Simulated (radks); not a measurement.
Results of a calculation; reference values are marked as such.
Neutral hafnium inside a hard spherical wall (all orbitals vanish at R), configuration held at [Xe] 4f14 5d2 6s2 and not refilled when levels cross. Code: a radial shooting solver on a logarithmic mesh with Libxc functionals. Model: scalar-relativistic Kohn-Sham, PBEsol, spin-polarised, spherical densities, finite nucleus; open shells are filled with parallel spins first (spin-orbit coupling, left out, can overturn this in heavy ions); Fermi nuclear charge, rms radius 5.347 fm. Eigenvalues in eV for spin up, with the zero of energy where the potential of the charges vanishes at infinity; a dash marks a level that is unbound or too diffuse for the functional's potential to be trusted. A positive occupied level is held by the wall or, in an anion where self-interaction has pushed it up, behind a barrier. The pressure on the wall is -dE/dV.

R (bohr),E (hartree),kinetic (hartree),e(5p),e(4f),e(6s),e(5d),"e(6p, empty)","e(7s, empty)",pressure (GPa)
free,-15071.6285,16506.857,-35.852,-16.781,-5.463,-3.131,-1.535,-,0
20,-15071.6285,16506.857,-35.852,-16.781,-5.463,-3.131,-1.534,-,< 0.0001
12,-15071.6284,16506.858,-35.840,-16.769,-5.454,-3.120,-1.494,0.790,0.00178
5,-15071.4101,16507.910,-31.874,-12.585,-1.226,0.582,5.562,25.472,23.2
3.5,-15070.2629,16512.219,-24.486,-4.162,13.764,9.516,26.906,79.718,357
2,-15053.5451,16570.784,22.955,45.171,154.33,74.016,192.71,417.78,23400
1.5,-15009.4063,16709.394,118.83,117.37,416.72,194.08,476.86,938.02,180000
